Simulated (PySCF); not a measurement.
## Electron correlation in Rh⁺ (rhodium, charge +1)

[Kr] 4d7 5p1, one real determinant (an excited configuration). Computed with PySCF 2.14 in x2c-TZVPPall, with scalar relativity by spin-free X2C-1e. Frozen: [Kr]; 8 electrons correlated.

| level | correlation energy (mhartree) |
| --- | --- |
| CCSD | -176.43 |
| (T) | -4.94 |
| CCSD(T) | -181.37 |

Diagnostics: T1 = 0.013, D1 = 0.0477, largest double amplitude 0.039.

The real determinant used has ⟨L²⟩ near 14 against 20 for a pure G term, so it mixes terms.

Cost of the coupled-cluster step: about 20 core-seconds, for 8 correlated electrons.

The basis was made for the ground configuration and has no added diffuse functions, which can raise the energy of the promoted electron.

The reference is one real determinant that mixes LS terms of this configuration.
